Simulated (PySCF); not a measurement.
# Solvent effects on NMR parameters

Molfile (atoms numbered from 1):
```
C6H11NSi2
     RDKit          3D

 20 19  0  0  0  0  0  0  0  0999 V2000
    1.8370   -1.6599    3.3307 N   0  0  0  0  0  0  0  0  0  0  0  0
    1.8238   -1.4750    2.1849 C   0  0  0  0  0  0  0  0  0  0  0  0
    1.7976   -1.2647    0.7768 C   0  0  0  0  0  0  0  0  0  0  0  0
    2.0158   -0.0576    0.2201 C   0  0  0  0  0  0  0  0  0  0  0  0
    1.9462    0.2297   -1.2287 C   0  0  0  0  0  0  0  0  0  0  0  0
    0.2485    0.9588   -1.7246 Si  0  0  0  0  0  4  0  0  0  0  0  0
   -1.0807   -0.3359   -1.4588 C   0  0  0  0  0  0  0  0  0  0  0  0
   -1.7322   -0.6407   -0.3200 C   0  0  0  0  0  0  0  0  0  0  0  0
   -1.5816    0.1529    1.3771 Si  0  0  0  0  0  4  0  0  0  0  0  0
    1.5871   -2.1420    0.1562 H   0  0  0  0  0  0  0  0  0  0  0  0
    2.2122    0.7890    0.8882 H   0  0  0  0  0  0  0  0  0  0  0  0
    2.0891   -0.6817   -1.8315 H   0  0  0  0  0  0  0  0  0  0  0  0
    2.7140    0.9619   -1.5278 H   0  0  0  0  0  0  0  0  0  0  0  0
    0.3126    1.2880   -3.1810 H   0  0  0  0  0  0  0  0  0  0  0  0
    0.0062    2.2119   -0.9517 H   0  0  0  0  0  0  0  0  0  0  0  0
   -1.3233   -0.9349   -2.3501 H   0  0  0  0  0  0  0  0  0  0  0  0
   -2.4600   -1.4656   -0.3703 H   0  0  0  0  0  0  0  0  0  0  0  0
   -1.2183   -0.8874    2.3832 H   0  0  0  0  0  0  0  0  0  0  0  0
   -0.5546    1.2346    1.3816 H   0  0  0  0  0  0  0  0  0  0  0  0
   -2.9066    0.7334    1.7580 H   0  0  0  0  0  0  0  0  0  0  0  0
  1  2  3  0
  2  3  1  0
  3  4  2  0
  4  5  1  0
  5  6  1  0
  6  7  1  0
  7  8  2  0
  8  9  1  0
  3 10  1  0
  4 11  1  0
  5 12  1  0
  5 13  1  0
  6 14  1  0
  6 15  1  0
  7 16  1  0
  8 17  1  0
  9 18  1  0
  9 19  1  0
  9 20  1  0
M  END
```

GIAO PBE0/pcSseg-1 in PySCF 2.14 on one PBE0-D3(BJ)/def2-SVP conformer, non-relativistic, equivalent nuclei averaged. Solvents enter as an IEF-PCM continuum (acetone with ε = 20.5, dimethylsulfoxide with ε = 46.8) around the gas-phase geometry. Shifts are referred to TMS computed in the same medium.

Gas phase, δ in ppm: C4 161.5, C8 160.4, C7 148.7, C2 123.2, C3 106.7, C5 23.2, Si6 -55.3, Si9 -76.6, H17 7.31, H16 6.83, H11 6.72, H10 4.93, H14/H15 4.46, H18/H19/H20 4.25. Dipole moment 4.75 D.

Question: How does each δ change in the continuum?

Answer: 
```json
{"atoms": "C4", "environment": "alkene CH", "Δδ, acetone": "+10.0", "Δδ, dimethylsulfoxide": "+10.5"}
{"atoms": "C8", "environment": "alkene CH", "Δδ, acetone": "-1.3", "Δδ, dimethylsulfoxide": "-1.4"}
{"atoms": "C7", "environment": "alkene CH", "Δδ, acetone": "+4.3", "Δδ, dimethylsulfoxide": "+4.6"}
{"atoms": "C2", "environment": "nitrile carbon", "Δδ, acetone": "+5.8", "Δδ, dimethylsulfoxide": "+6.1"}
{"atoms": "C3", "environment": "alkene CH", "Δδ, acetone": "-3.3", "Δδ, dimethylsulfoxide": "-3.5"}
{"atoms": "C5", "environment": "allylic sp3 CH2 bonded to Si", "Δδ, acetone": "+2.1", "Δδ, dimethylsulfoxide": "+2.2"}
{"atoms": "Si6", "environment": "silicon bonded to 2 C, 2 H", "Δδ, acetone": "+0.7", "Δδ, dimethylsulfoxide": "+0.8"}
{"atoms": "Si9", "environment": "silicon bonded to C, 3 H", "Δδ, acetone": "-0.9", "Δδ, dimethylsulfoxide": "-0.9"}
{"atoms": "H17", "environment": "hydrogen on an alkene CH", "Δδ, acetone": "+0.05", "Δδ, dimethylsulfoxide": "+0.05"}
{"atoms": "H16", "environment": "hydrogen on an alkene CH", "Δδ, acetone": "+0.26", "Δδ, dimethylsulfoxide": "+0.28"}
{"atoms": "H11", "environment": "hydrogen on an alkene CH", "Δδ, acetone": "+0.50", "Δδ, dimethylsulfoxide": "+0.52"}
{"atoms": "H10", "environment": "hydrogen on an alkene CH", "Δδ, acetone": "+0.28", "Δδ, dimethylsulfoxide": "+0.29"}
{"atoms": "H14/H15", "environment": "hydrogen on a silicon bonded to 2 C", "Δδ, acetone": "-0.04", "Δδ, dimethylsulfoxide": "-0.04"}
{"atoms": "H18/H19/H20", "environment": "hydrogen on a silicon bonded to C", "Δδ, acetone": "-0.11", "Δδ, dimethylsulfoxide": "-0.11"}
```

Changes are relative to the gas phase. The dipole moment becomes 6.51 D in acetone, 6.60 D in dimethylsulfoxide.

Question: Which of the listed nuclei move most (in ppm), and what does the model miss? (N and O are left out, as their reference compounds move with the solvent too.)

Answer: C4 (alkene CH, +10.5 ppm) in dimethylsulfoxide. A continuum only polarises the solute; specific hydrogen bonds, the anisotropy of aromatic solvents and changes of geometry or conformer are outside it.
